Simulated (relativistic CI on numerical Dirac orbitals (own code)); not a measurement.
Computed by Dirac-Coulomb-Breit CI, orbitals from a KLI potential per configuration, QED by a radiative potential, unscaled Slater integrals (own radial code, finite nucleus).

CI space (outside the closed core 1s2): 2s, 2p, 3s, 3p, 3d, 4s, 4p, 4d, 4f, 5s, 5p, 5d, 5f, 5g, 6s, 6p, 6d. Levels of other configurations are missing.

At this charge energies of transitions that change n are usually good to better than 1 %, and those within a shell (Δn = 0) to a few per cent.

Outline of the computed level scheme of Zn XXVIII. Lowest level of each configuration: 2s 2S_1/2 at 0.00 eV; 2p 2P°_1/2 at 57.54 eV; 3s 2S_1/2 at 1561.51 eV; 3p 2P°_1/2 at 1577.49 eV; 3d 2D_3/2 at 1592.17 eV; 4s 2S_1/2 at 2100.04 eV; 4p 2P°_1/2 at 2106.62 eV; 4d 2D_3/2 at 2112.76 eV; 4f 2F°_5/2 at 2114.06 eV.

Some strong electric-dipole decays among the lowest 15 levels: 3d 2D_5/2 → 2p 2P°_3/2 (4.0e+13 s⁻¹); 3d 2D_3/2 → 2p 2P°_1/2 (3.4e+13 s⁻¹); 3p 2P°_1/2 → 2s 2S_1/2 (1.4e+13 s⁻¹); 3p 2P°_3/2 → 2s 2S_1/2 (1.3e+13 s⁻¹); 4d 2D_5/2 → 2p 2P°_3/2 (1.3e+13 s⁻¹); 4d 2D_3/2 → 2p 2P°_1/2 (1.1e+13 s⁻¹); 4f 2F°_7/2 → 3d 2D_5/2 (8.5e+12 s⁻¹); 4f 2F°_5/2 → 3d 2D_3/2 (8.0e+12 s⁻¹).
